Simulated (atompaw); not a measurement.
## Before and after: PAW (atompaw) potential for Pt (Z = 78)

Pt, PAW, made with atompaw 4.2.0.5 (LDA (PW92), scalar-relativistic). Core [Kr] 4d10 4f14, reference 5s2 5p6 5d9 6s0.75 6p0.25. Waves: 5s (bound): rc 1.75 bohr; 6s (bound): rc 1.40 bohr; 5p (bound): rc 1.65 bohr; 6p (bound): rc 1.60 bohr; 5d (bound): rc 2.45 bohr; 5d channel at 0.1 Ry: rc 2.45 bohr. Local part: troulliermartins scheme with l = 3 at 0 Ry, radius 2.15 bohr. Core correction: smooth core density matched at 2.10 bohr. Augmentation charge: sinc compensation charge, radius 2.35 bohr; PAW radius 2.45 bohr; waves and projectors: custom polynom2 7 10 vanderbiltortho.

Change: reference 5s2 5p6 5d8 6s0 6p0.

Cutoffs: the cutoffs (Ry, on a coarse ladder) from which the occupation-weighted sum of valence levels, in a spherical-Bessel basis at the reference potential, stays within 10 and 1 mRy of its value at 400 Ry; they do not see the model core or the augmentation charge, which bear on the density cutoff.

Task: What does the change do?

Result: The potential gets neither clearly harder nor softer (40 Ry and 140 Ry → 40 Ry and 140 Ry); the range in which the d phases agree narrows (upper end 2.7 → 1.7); neither file shows a bound ghost.

| quantity | base | changed |
| --- | --- | --- |
| cutoff, loose | 40 Ry | 40 Ry |
| cutoff, tight | 140 Ry | 140 Ry |
| bound ghosts | none | none |
| s: phases at 2.45 bohr within 0.05 rad from the reference energy up to (Ry; the scan ends near 5) | to the end of the scan | n/a |
| p: phases at 2.45 bohr within 0.05 rad from the reference energy up to (Ry; the scan ends near 5) | 3.6 | 3.5 |
| d: phases at 2.45 bohr within 0.05 rad from the reference energy up to (Ry; the scan ends near 5) | 2.7 | 1.7 |
| lowest overlap eigenvalue by channel | s 0.50, p 0.98, d 0.93 | s 0.51, p 0.97, d 0.91 |

 The cutoffs see the waves, projectors and local potential, not the compensation charge or the core.
